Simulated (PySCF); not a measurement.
BrGaH3N, SMILES [NH2][GaH][Br].

The structure is a stationary point at TPSSh-D3(BJ)/def2-SVP. Other conformers were not sampled.

Method: PBE/def2-TZVPD in PySCF.

Symmetry labels are those of the subgroup Cs that the program uses (full group Cs).

Computed valence orbital energies around the gap with their symmetry:
```
orbital  symmetry  energy (eV)
-------  --------  -----------
HOMO−7         A'       -18.56
HOMO−6         A'       -12.12
HOMO−5         A'       -11.72
HOMO−4         A'        -9.03
HOMO−3         A'        -8.12
HOMO−2         A"        -7.28
HOMO−1         A'        -6.88
HOMO           A"        -6.39
LUMO           A"        -1.66
LUMO+1         A'        -1.33
LUMO+2         A'        -0.48
LUMO+3         A'         0.14
```
